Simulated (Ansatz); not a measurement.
Start from `BOC(N)S` and change one atom or group to get `NC([SiH3])S`.

Ansatz, PBE0-D4/def2-TZVP geometries, multiplicity 1. Each molecule was computed in one conformer, which needn't be the lowest.

| property | `BOC(N)S` |
| --- | --- |
| LUMO energy (ωB97M-V/def2-TZVPP) / eV | 1.11 |
| HOMO–LUMO gap (PBE/def2-TZVPP) / eV | 4.29 |
| size of the dipole moment (ωB97M-V/def2-TZVPP) / D | 1.27 |
| HOMO–LUMO gap (PBE0/def2-TZVPP) / eV | 6.50 |
| HOMO energy (PBE/def2-TZVPP) / eV | -6.00 |
| HOMO energy (ωB97M-V/def2-TZVPP) / eV | -9.50 |

(1) What does the change do to each property? (An estimate is asked.)

## Answers

(1) The calculation gave: 
| property | `NC([SiH3])S` | shift |
| --- | --- | --- |
| LUMO energy (ωB97M-V/def2-TZVPP) / eV | 1.77 | 0.66 |
| HOMO–LUMO gap (PBE/def2-TZVPP) / eV | 4.72 | 0.43 |
| size of the dipole moment (ωB97M-V/def2-TZVPP) / D | 1.59 | 0.32 |
| HOMO–LUMO gap (PBE0/def2-TZVPP) / eV | 6.88 | 0.38 |
| HOMO energy (PBE/def2-TZVPP) / eV | -5.55 | 0.45 |
| HOMO energy (ωB97M-V/def2-TZVPP) / eV | -9.04 | 0.46 |

With PBE0 the HOMO rises by 0.43 eV and the LUMO rises by 0.80 eV, so the gap widens by about 0.37 eV. PBE moves the HOMO by 0.45 eV and ωB97M-V by 0.46 eV. Dipoles are sizes alone; their direction can turn.
